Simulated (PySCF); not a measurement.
M06-L on Os²⁺ (osmium, charge +2)

Configuration: [Xe] 4f14 5d5 6s1, high-spin 7S determinant (an excited configuration). All numbers are calculated (PySCF 2.14, scalar relativity through the core potential, in aug-cc-pVQZ-PP with ECP60MDF (7s7p6d4f3g2h, 135 functions)).

* Total energy: -89.8909 hartree
* One-electron energy: -144.2557 hartree
* Hartree (Coulomb) energy: 63.3472 hartree
* Exchange-correlation energy: -8.9824 hartree
* ⟨S²⟩: 12.0010
* ⟨L²⟩: 0.000
* Sum of ⟨r⟩: 19.99 bohr
* Sum of ⟨r²⟩: 34.38 bohr²

| shell | electrons | mean orbital energy (eV) | rms radius, mean of both spins (bohr) |
| --- | --- | --- | --- |
| 5s α | 1 | -113.93 | 1.08 |
| 5s β | 1 | -110.23 | 1.08 |
| 5p α | 3 | -73.688 | 1.25 |
| 5p β | 3 | -69.058 | 1.25 |
| 5d α | 5 | -26.921 | 1.76 |
| 6s α | 1 | -22.482 | 2.67 |

Energies and moments cover only the electrons outside the core potential. Spin-orbit coupling, which splits the p, d and f shells strongly at this Z, is absent.
